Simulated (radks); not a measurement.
Te2-, configuration [Xe].

All-electron calculation, scalar-relativistic Kohn-Sham, PBEsol, spin-polarised, spherical densities, finite nucleus; Fermi nuclear charge, rms radius 4.7423 fm; Watson sphere of charge +2.05 and radius 2.68 bohr. Program: a radial shooting solver on a logarithmic mesh with Libxc functionals.

Energy parts (hartree; the electron-nucleus part includes the sphere):
part                        energy
total                  -6832.00072
kinetic                 7116.27680
electron-nucleus      -16514.54207
Hartree                 2739.60856
exchange-correlation    -173.34401

Orbitals (lengths in bohr, moments of r in powers of bohr; r(max) is where P^2 peaks; r(90%) holds 90 % of the orbital's charge):
orbital  occ.  eigenvalue (hartree)   r(max)  r(90%)
1s          2             -1161.629  0.01794  0.0500
2s          2             -178.1130   0.1014   0.185
2p          6             -159.9199  0.08124   0.171
3s          2             -35.40457   0.2928   0.474
3p          6             -29.49052   0.2864   0.481
3d         10             -20.53964   0.2378   0.467
4s          2              -5.99883   0.7010    1.10
4p          6              -4.16600   0.7381    1.20
4d         10              -1.50125   0.8119    1.51
5s          2              -0.59523    1.833    3.13
5p          6              -0.27345    2.249    3.97

The highest occupied level is 5p at -7.441 eV. The electron density at the nucleus is 2.346e+05 e/bohr^3 (large components only).
